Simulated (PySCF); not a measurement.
Cd(NH2)(SMe) (CH5CdNS), SMILES C[S][Cd][NH2]. Atoms are numbered in the order given.

```xyz
9

Cd     0.0870    -0.5663     0.0000
N     -0.5265    -2.4770     0.0000
H     -0.2457    -3.0151     0.8179
H     -0.2457    -3.0151    -0.8179
S      0.6302     1.7076     0.0000
C     -1.0107     2.5150     0.0000
H     -1.5965     2.2704    -0.8969
H     -0.8232     3.5981     0.0000
H     -1.5965     2.2704     0.8969
```

Geometry optimised at PBE0-D3(BJ)/def2-SVP. The structure was generated by enumeration; whether it is a known compound was not checked. The def2 effective core potentials stand for the cores of Cd; spin–orbit coupling is left out. One conformer was computed; it need not be the lowest.

Computed with ωB97X/def2-TZVP in PySCF.

ESP charges are fitted to the potential on shells at 1.4 to 2.0 van der Waals radii. Atomic charges (e):

```json
[
 {"atom": "Cd1", "ESP fit": "0.74", "Löwdin": "0.56", "Mulliken": "0.73"},
 {"atom": "N2", "ESP fit": "-0.98", "Löwdin": "-0.61", "Mulliken": "-0.86"},
 {"atom": "H3", "ESP fit": "0.30", "Löwdin": "0.13", "Mulliken": "0.23"},
 {"atom": "H4", "ESP fit": "0.30", "Löwdin": "0.13", "Mulliken": "0.23"},
 {"atom": "S5", "ESP fit": "-0.52", "Löwdin": "0.04", "Mulliken": "-0.38"},
 {"atom": "C6", "ESP fit": "-0.05", "Löwdin": "-0.56", "Mulliken": "-0.34"},
 {"atom": "H7", "ESP fit": "0.05", "Löwdin": "0.10", "Mulliken": "0.13"},
 {"atom": "H8", "ESP fit": "0.11", "Löwdin": "0.11", "Mulliken": "0.14"},
 {"atom": "H9", "ESP fit": "0.05", "Löwdin": "0.10", "Mulliken": "0.13"}
]
```
